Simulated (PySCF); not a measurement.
**A thermochemical cycle for NaSn**

MP2 in PySCF with x2c-SVPall on every atom, spin-free X2C, for the lowest determinant that a PBE0 search found; no spin–orbit coupling. NaSn, a quartet (σ ↑, π ↑↑), has De = 1.21 eV to neutral atoms, and NaSn⁺, a triplet (σ ↑, π ↑), has De = 0.54 eV to Na⁺ + Sn.

The adiabatic ionisation energy of NaSn, between the minima, is 5.55 eV.

Problem. Which ionisation energy of the Na atom does this level give?

Solution. IE(Na) = IE(molecule) + De(ion) − De(neutral) = 5.55 + 0.54 − 1.21 = 4.88 eV; the measured value is 5.139 eV (NIST ASD).

Correlated steps freeze 19 core orbitals. Correlated levels converge slowly with the basis: in double zeta they bind strong bonds too weakly, by up to about 1 eV, and carry superposition errors of some tenths. These are scalar-relativistic numbers at best; spin–orbit coupling would shift them, the dissociation energy most. For an ion De counts to the pair picked by the measured ionisation energies or electron affinities, which need not be the lowest pair at this level. States were picked by a PBE0 search and need not be the measured ground states.
